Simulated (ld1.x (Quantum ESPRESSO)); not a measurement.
# fluorine, PAW: configuration errors across variants

```
Element                 : F (Z = 9)
Generator               : ld1.x (Quantum ESPRESSO) 7.5
Type                    : PAW
Functional              : PBE
Relativity              : scalar-relativistic
Frozen core             : [He]
Valence charge          : 7
Reference configuration : 2s2 2p5
Partial waves           : 2s (bound): rcut 0.55, rcutus 0.60 bohr; 2s channel at -1.75 Ry: rcut 0.55, rcutus 0.60 bohr; 2p (bound): rcut 0.85, rcutus 1.05 bohr; 2p channel at -0.35 Ry: rcut 0.85, rcutus 1.05 bohr; 3d channel at 0.5 Ry: rcut 0.90, rcutus 1.05 bohr; 3d channel at 1.05 Ry: rcut 0.90, rcutus 1.05 bohr
Local potential         : all-electron potential smoothed inside 0.90 bohr (lloc = -1)
Core correction         : a·sin(br)/r model core, default radius (core density twice the valence density)
Augmentation charge     : PSQ, inside the norm-conserving radii
```

All-electron excitation energies from the reference (eV): (1) 2s2 2p4 19.390; (2) 2s2 2p3 57.775; (3) 2s2 2p2 118.413; (4) 2s1 2p6 18.814; (5) 2s2 2p5.3 -2.670; (6) 2s2 2p4.5 7.543; (7) 2s1 2p5 38.493.

The overlap operator is not positive definite (basis up to 400 Ry) in “waves 3d channel at 0.5 Ry: rcut 0.90, rcutus 1.40 bohr; 3d channel at 1.05 Ry: rcut 0.90, rcutus 1.40 bohr”, “local potential all-electron potential smoothed inside 0.60 bohr (lloc = -1)”, “local potential all-electron potential smoothed inside 0.46 bohr (lloc = -1)”. Such files are unfit for use, however small their errors in these radial tests.

1 further variants failed, have other tests or too few solved ones, and are left out.

A true bound ghost makes a file unfit for plane-wave use even where its test errors are small: the radial tests pick states by their node count and pass the ghost by.

Errors AE − PS in meV (a dash: test not solved or not reliable):

| change | (1) | (2) | (3) | (4) | (5) | (6) | (7) | bound ghosts |
| --- | --- | --- | --- | --- | --- | --- | --- | --- |
| base | -1.6 | -9.6 | -29 | -0.8 | +0.3 | -0.5 | -2.3 | s |
| all radii but the core radius scaled by about 1.24 (s 0.74, p 1.30, d 1.30 bohr, rcut 0.68/1.06/1.12); local potential all-electron potential smoothed inside 1.12 bohr (lloc = -1) | -0.8 | -3.0 | -16 | -0.9 | +0.4 | -0.5 | -1.4 | s |
| waves 2p (bound): rcut 0.85, rcutus 1.34 bohr; 2p channel at -0.35 Ry: rcut 0.85, rcutus 1.34 bohr | -1.0 | -2.6 | -7.4 | -0.9 | +0.3 | -0.5 | -2.1 | s |
| waves 3d channel at 0.5 Ry: rcut 0.90, rcutus 1.40 bohr; 3d channel at 1.05 Ry: rcut 0.90, rcutus 1.40 bohr | -1.6 | -9.6 | -29 | -0.8 | +0.3 | -0.5 | -2.3 | s (d not tested, overlap not positive) |
| local potential all-electron potential smoothed inside 0.60 bohr (lloc = -1) | +1.1 | +5.2 | -1.5 | -0.1 | +0.6 | -0.2 | -0.8 | not determined (overlap not positive) |
| local potential all-electron potential smoothed inside 0.46 bohr (lloc = -1) | +1.9 | +11 | +16 | -0.2 | +0.6 | 0.0 | -0.7 | not determined (overlap not positive) |

**Question.** Give the same row for: waves 2s (bound): rcut 0.55, rcutus 0.84 bohr; 2s channel at -1.75 Ry: rcut 0.55, rcutus 0.84 bohr.

**Answer.** -1.3, -7.7, -23, –, –, –, –; bound ghosts: none.
